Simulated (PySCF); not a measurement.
FH₇Si₃, SMILES F[SiH2][SiH2][SiH3].

Geometry: B3LYP-D3(BJ)/def2-SVP. Other conformers were not sampled.

Two levels are set side by side: TDA-PBE/def2-SVPD (PySCF) and TDA-ωB97X/def2-SVPD (PySCF). Vertical, same geometry. The lowest singlet is HOMO→LUMO 92 % with PBE and HOMO→LUMO 78 %, HOMO−1→LUMO 12 % with the other functional; states are paired by order. Differences are taken from unrounded values.

```json
[
 {"quantity": "lowest singlet excitation (eV)", "TDA-PBE": "5.63"},
 {"quantity": "lowest triplet excitation (TDA) (eV)", "TDA-PBE": "4.86"},
 {"quantity": "first bright state (f over 0.05) (eV)", "TDA-PBE": "5.63"},
 {"quantity": "its oscillator strength", "TDA-PBE": "0.11"}
]
```

Q: These are the TDA-PBE values. What does TDA-ωB97X give? (Estimate from the structure and the level; the computed values follow.)

A: 
```
quantity                               TDA-ωB97X  TDA-PBE minus TDA-ωB97X
-------------------------------------  ---------  -----------------------
lowest singlet excitation (eV)              6.28                    -0.65
lowest triplet excitation (TDA) (eV)        5.50                    -0.64
first bright state (f over 0.05) (eV)       6.28                    -0.65
its oscillator strength                     0.10                     0.00
```

Functionals without exact exchange tend to place singlet excitations lower, as here. Differences between two approximate levels are no errors against the true value.

Rough cost on one machine, each run with all the roots and properties that it gave: TDA-ωB97X against TDA-PBE about 4 times.
